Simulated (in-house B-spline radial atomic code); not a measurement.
In3+ is squeezed into an impenetrable sphere of radius R (the orbitals vanish at R). Level of theory: scalar-relativistic (X2C) Hartree-Fock, spin-polarised, averaged over the determinants with the given up and down occupations, Fermi nucleus of rms radius 4.6156 fm; calculated with a radial B-spline atomic code at the basis-set limit.

Energies in eV above the free ion in [Kr] 4d10:

```csv
R (bohr),highest level (eV),[Kr] 4d10,[Kr] 4d9 4f1,[Ar] 3d10 4s2 4p5 4d10 4f1
9.19,-56.6,-1.599e-05,40.36,109.4
6.44,-56.6,2.94e-05,41.16,110.2
4.96,-56.6,0.007406,43.4,112.3
3.98,-56.4,0.181,47.23,116.1
3.66,-56.2,0.4974,49.42,118.2
3.27,-55.6,1.673,53.49,122.2
2.41,-48.7,23.9,85.63,155
2.19,-43.2,48.23,113.6,184
1.76,-17.7,203.8,277.9,353.4
1.3,80.4,1103,1182,1272
```

Does [Kr] 4d9 4f1 fall below [Kr] 4d10 under compression?

No, it stays above over the whole range.

Does [Ar] 3d10 4s2 4p5 4d10 4f1 fall below [Kr] 4d10 under compression?

No, it stays above over the whole range.

The highest level is first positive in the row R = 1.3 bohr, pushed up by confinement above the zero of the free ion's potential. Each configuration is held fixed and needn't be the lowest in the sphere.
